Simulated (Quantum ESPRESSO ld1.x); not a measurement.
Species: Al II. Configuration: [Ne] 3s2.

All-electron calculation, non-relativistic Kohn-Sham, LDA (Slater exchange, Perdew-Wang correlation), spin-polarised, spherical densities, point nucleus. Program: ld1.x of Quantum ESPRESSO 7.5.

Energy parts (Ry):
| part | energy |
|---|---|
| total | -482.1924 |
| kinetic | 480.9286 |
| electron-nucleus | -1146.3985 |
| Hartree | 217.7784 |
| exchange-correlation | -34.5009 |

Orbitals (lengths in bohr, moments of r in powers of bohr; <r^-3> diverges for s and p1/2; r(max) is where P^2 peaks):
orbital,occ.,eigenvalue (Ry),<r^-3>,r(max)
1s,2,-110.938,-,0.079
2s,2,-8.48405,-,0.500
2p,6,-5.74327,35.56,0.426
3s,2,-1.09439,-,2.00

The highest occupied level is 3s at -14.890 eV. The density falls to 0.001 e/bohr^3 at r = 3.89 bohr. Virial ratio -V/T = 2.00263. Summed over all electrons, <r^2> = 16.77 bohr^2, which gives a Langevin (diamagnetic) susceptibility term of -13.3 x 10^-6 cm^3/mol.
